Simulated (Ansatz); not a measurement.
Gas-phase electronic energies from Ansatz, PBE0-D4/def2-TZVP geometries. CCSD(T)/CBS adds triple-zeta CCSD(T) − MP2 to the extrapolated MP2 energy (def2 sets, frozen cores). This one scheme is used for every species, atoms too. For atomizations the MP2-based limit and the directly extrapolated one differ by several kJ/mol either way, and by 10 to 25 for some Ge, Se and Sn compounds, so smaller differences from it don't rank the levels. DFT in def2-TZVPP. No spin–orbit coupling; open shells (•) take unrestricted orbitals. Spin–orbit coupling would lower the free atoms: a little for Al, C, Si; clearly for Ga. Bonds to Ga are less sure, by a few kJ/mol each and by 10 to 20 or more in all where they break to atoms, as the def2 sets lack core-valence functions. Scalar relativity is left out up to krypton. One conformer a species, not always the lowest.

`[SiH3][CH2][AlH][GaH2]` → Al• + C• + Ga• + 8 H• + Si•  (atomization)

Problem. What is ΔE at CCSD(T)/CBS? (An estimate is asked.)

Solution. The calculation gave: +3455.1 kJ/mol.

Problem. What do these levels give: B97M-V, r2SCANh-D4, BHLYP-D4, PBE0, CAM-B3LYP, HF/def2-SVP? (Estimate.)

Solution. Ansatz gave: B97M-V 3489.6, r2SCANh-D4 3449.3, BHLYP-D4 3398.2, PBE0 3388.5, CAM-B3LYP 3419.1, HF/def2-SVP 2610.3 kJ/mol.

Largest T1 diagnostic among the species: 0.018.

From r2SCAN to r2SCAN0 (25 % exact exchange), in def2-TZVPP and without D4, ΔE moves by −23.0 kJ/mol: exact exchange takes away binding that semilocal exchange gives to molecules. The D4 term adds +48.0 kJ/mol with B3LYP and +25.3 kJ/mol with PBE0; it sums over pairs of atoms, weighted by their polarisabilities, and B3LYP, whose exchange is more repulsive, gets the larger term. In def2-TZVPP, CCSD(T) changes the Hartree–Fock value by +780.2 kJ/mol (the triples alone add +34.2 kJ/mol) and MP2 by +759.6 kJ/mol; breaking electron pairs costs correlation energy, which Hartree–Fock lacks.

B3LYP here is the variant with VWN-RPA as its local correlation; programs differ in this.
